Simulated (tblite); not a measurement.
`C1CC[C@@H]2O[C@]12CC`. Computed geometry: GFN2-xTB, gas phase.

```
atom  x, y, z in Å
C1     2.6312    0.2499   -0.6080
C2     1.5759   -0.7765   -0.2044
C3     0.2329   -0.1328    0.0419
C4    -0.4997    0.5542   -1.1009
C5    -1.9153    0.7873   -0.5505
C6    -2.1586   -0.3351    0.4700
C7    -0.7690   -0.6486    0.9806
O8     0.0139    0.4730    1.2931
H9     2.3790    0.7075   -1.5613
H10    2.6936    1.0293    0.1469
H11    3.6042   -0.2264   -0.7008
H12    1.4655   -1.5304   -0.9881
H13    1.8920   -1.2774    0.7129
H14   -0.5123   -0.1175   -1.9614
H15   -0.0247    1.4899   -1.3913
H16   -1.9435    1.7476   -0.0365
H17   -2.6651    0.7950   -1.3396
H18   -2.5683   -1.2281   -0.0056
H19   -2.8327   -0.0220    1.2660
H20   -0.6043   -1.5281    1.5918
```

Task: What is the repulsion energy of the bare nuclei, Σ ZA·ZB/RAB?

Result: 399.99 Eh over 190 pairs, with full nuclear charges and distances in bohr; the largest single term is 18.10 Eh (C7 with O8).

Task: Which two atoms are farthest apart?

Result: H11···H19, 6.73 Å; the next longest distance is 6.38 Å.

Task: How far are the heavy atoms from their best plane (unweighted least squares)?

Result: 0.453 Å rms; C1 0.23, C2 0.63, C3 0.10, C4 0.05, C5 0.24, C6 0.37, C7 0.28, O8 0.95 Å (magnitudes).

Task: Where is the centre of mass (commonest isotopes), and what is the radius of gyration?

Result: Mass 112.089 u; centre at (-0.087, 0.034, 0.042) Å; Rg = √(Σ m r²/M) = 1.903 Å. As Ia + Ib + Ic = 2 Σ m r², the three principal moments sum to 811.4 u·Å².

Task: Give the dihedral angles H17–C5–C6–C7, C1–C2–C3–C7, H12–C2–C3–C4, H15–C4–C5–H17, C4–C3–O8–C7.

Result: H17–C5–C6–C7 151° (antiperiplanar); C1–C2–C3–C7 -151° (antiperiplanar); H12–C2–C3–C4 -58° (synclinal); H15–C4–C5–H17 88° (synclinal); C4–C3–O8–C7 97° (anticlinal). Dihedral signs follow IUPAC: positive where, seen along the central bond, the front bond turns clockwise onto the rear one.

Task: What are the angles C2–C1–H11, H10–C1–H11, C2–C1–H10, C2–C3–C4, C4–C3–O8, H16–C5–H17, O8–C7–H20?

Result: From the scalar product of the two bond vectors; for C2–C1–H11 it is -0.5754 Å² over 1.5264 × 1.0873 Å², cos θ = -0.3467. C2–C1–H11 110.3°; H10–C1–H11 108.8°; C2–C1–H10 109.8°; C2–C3–C4 119.9°; C4–C3–O8 113.5°; H16–C5–H17 108.5°; O8–C7–H20 116.0°.

Task: How far apart are these pairs, which share no bond: C6···H12, H10···H18, H12···H18, H14···H20?

Result: C6···H12 4.085 Å (4 bonds apart); H10···H18 5.728 Å (6 bonds apart); H12···H18 4.163 Å (5 bonds apart); H14···H20 3.824 Å (4 bonds apart).

Task: Write the matrix of distances between heavy atoms (Å, lower triangle).

Result: 
```
C1    0.000
C2    1.526  0.000
C3    2.514  1.510  0.000
C4    3.184  2.623  1.521  0.000
C5    4.579  3.841  2.411  1.537  0.000
C6    4.944  3.820  2.438  2.452  1.536  0.000
C7    3.859  2.630  1.467  2.419  2.392  1.513  0.000
O8    3.243  2.499  1.407  2.450  2.687  2.460  1.403  0.000
```

Its GFN2-xTB frequencies are all real (lowest 59 cm⁻¹). The numbers are those of one conformer.
